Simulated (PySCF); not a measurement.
Isomers of CH11NSi3.

All values: CAM-B3LYP/def2-SVPD (PySCF) at GFN2-xTB geometries, gas phase, one conformer each. Core orbitals are frozen in the response; Δα² is half the sum of the squared differences of the principal polarisabilities.

Question: Rank by polarisability anisotropy Δα, lowest first.
A. `[CH3:1][SiH2:2][N:3]([SiH3:4])[SiH3:5]` with C1–Si2–N3–Si4 29°
B. `NC([SiH3])([SiH3])[SiH3]`
C. `[NH2:1][SiH2:2][CH:3]([SiH3:4])[SiH3:5]` with H–N1–Si2–C3 -176° and 47°, N1–Si2–C3–Si4 63°
D. `[CH3:1][NH:2][SiH2:3][SiH2:4][SiH3:5]` with C1–N2–Si3–Si4 -53°, N2–Si3–Si4–Si5 -148°
E. `[CH3:1][NH:2][SiH:3]([SiH3:4])[SiH3:5]` with C1–N2–Si3–Si4 53°

Answer: B (1.74 Å³), C (2.43 Å³), A (2.95 Å³), E (4.26 Å³), D (5.75 Å³).

Question: Rank by mean static polarisability, highest first.
A. `[CH3:1][NH:2][SiH:3]([SiH3:4])[SiH3:5]` with C1–N2–Si3–Si4 53°
B. `[SiH3:1][CH2:2][SiH2:3][NH:4][SiH3:5]` with Si1–C2–Si3–N4 -55°, C2–Si3–N4–Si5 -55°
C. `[NH2:1][SiH2:2][CH:3]([SiH3:4])[SiH3:5]` with H–N1–Si2–C3 -176° and 47°, N1–Si2–C3–Si4 63°
D. `NC([SiH3])([SiH3])[SiH3]`
E. `[CH3:1][SiH2:2][N:3]([SiH3:4])[SiH3:5]` with C1–Si2–N3–Si4 29°

Answer: A (16.04 Å³), D (15.19 Å³), C (14.79 Å³), B (14.56 Å³), E (14.22 Å³).

Question: Rank by HOMO energy, highest first.
A. `[NH2:1][SiH2:2][CH:3]([SiH3:4])[SiH3:5]` with H–N1–Si2–C3 -176° and 47°, N1–Si2–C3–Si4 63°
B. `[CH3:1][SiH2:2][N:3]([SiH3:4])[SiH3:5]` with C1–Si2–N3–Si4 29°
C. `[SiH3]C(N)([SiH3])[SiH3]`

Answer: C (-8.18 eV), B (-8.69 eV), A (-8.90 eV).

All values together:

| SMILES | μ (D) | HOMO (eV) | LUMO (eV) | α (Å³) | Δα (Å³) |
| --- | --- | --- | --- | --- | --- |
| N[SiH2]C([SiH3])[SiH3] | 0.97 | -8.90 | 0.90 | 14.79 | 2.43 |
| C[SiH2]N([SiH3])[SiH3] | 0.64 | -8.69 | 0.92 | 14.22 | 2.95 |
| NC([SiH3])([SiH3])[SiH3] | 0.96 | -8.18 | 0.84 | 15.19 | 1.74 |
| CN[SiH2][SiH2][SiH3] | 1.39 | -8.10 | 0.48 | 16.04 | 5.75 |
| CN[SiH]([SiH3])[SiH3] | 1.42 | -8.13 | 0.43 | 16.04 | 4.26 |
| [SiH3]C[SiH2]N[SiH3] | 0.50 | -8.72 | 0.84 | 14.56 | 2.60 |

Conformers: `[NH2:1][SiH2:2][CH:3]([SiH3:4])[SiH3:5]` with H–N1–Si2–C3 -176° and 47°, N1–Si2–C3–Si4 63°; `[CH3:1][SiH2:2][N:3]([SiH3:4])[SiH3:5]` with C1–Si2–N3–Si4 29°; `[CH3:1][NH:2][SiH2:3][SiH2:4][SiH3:5]` with C1–N2–Si3–Si4 -53°, N2–Si3–Si4–Si5 -148°; `[CH3:1][NH:2][SiH:3]([SiH3:4])[SiH3:5]` with C1–N2–Si3–Si4 53°; `[SiH3:1][CH2:2][SiH2:3][NH:4][SiH3:5]` with Si1–C2–Si3–N4 -55°, C2–Si3–N4–Si5 -55°.
